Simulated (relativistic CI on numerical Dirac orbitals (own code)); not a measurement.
Hyperfine structure of Rb XXVIII, mass number 85

Method of calculation: Dirac-Coulomb-Breit CI, separate exchange-only KLI orbitals for each configuration, QED by a radiative potential, unscaled Slater integrals (own radial code, finite nucleus).

Configuration list (outside the closed core 1s2): 2s2 2p6, 2s2 2p5 3s, 2s2 2p5 3p, 2s2 2p5 3d, 2s 2p6 3s, 2s 2p6 3p, 2s 2p6 3d, 2s2 2p5 4s, 2s2 2p5 4p, 2s2 2p5 4d, 2s2 2p5 4f, 2s 2p6 4s, 2s 2p6 4p, 2s2 2p4 3s2, 2s 2p6 4d, 2s 2p6 4f. Levels of other configurations are missing.

Nuclear spin I = 5/2, μ = 1.35306 μN, Q = 0.276 b (tables of Stone and Pyykkö). The electronic factors are computed for point nuclear moments, without core polarisation or the Bohr-Weisskopf and QED corrections.

| Level | E (10³ cm⁻¹) | A (GHz) | B (GHz) |
| --- | --- | --- | --- |
| 2s2 2p5 3s 3P°_2 | 14199.5 | 85.81 | -43.2 |
| 2s2 2p5 3s 1P°_1 | 14226.8 | 4.692 | -19 |
| 2s2 2p5 3p 3D_2 | 14655.6 | 49.81 | -42.8 |
| 2s2 2p5 3s 3P°_1 | 14715.3 | 231.4 | -2.6 |
| 2s2 2p5 3p 3D_3 | 14763.2 | 28.24 | -32.3 |
| 2s2 2p5 3p 1P_1 | 14766.8 | 31.53 | 6.87 |
| 2s2 2p5 3p 3P_2 | 14803.5 | 28.16 | -0.747 |
| 2s2 2p5 3p 3D_1 | 15146.7 | 159.4 | 0.161 |

Levels with J = 0, under 50 % of one LS term, or S terms without an open s electron are left out. Small factors come from cancelling terms and can be off by tens of per cent or more.

At this charge energies of transitions that change n are usually good to better than 1 %, and those within a shell (Δn = 0) to a few per cent.

(1) Give the hyperfine levels of 2s2 2p5 3s 3P°_2 relative to its centre of gravity.

## Answers

(1) With K = F(F + 1) − I(I + 1) − J(J + 1), E = AK/2 + B[¾K(K + 1) − I(I + 1)J(J + 1)]/[2I(2I − 1)J(2J − 1)]: F = 1/2: -630.9, F = 3/2: -482.8, F = 5/2: -246.6, F = 7/2: 61.26, F = 9/2: 418.3 GHz.

LS names give the leading component of a level, which can be under half, so a name can repeat, a term be missing and a line seem to break the LS rules.
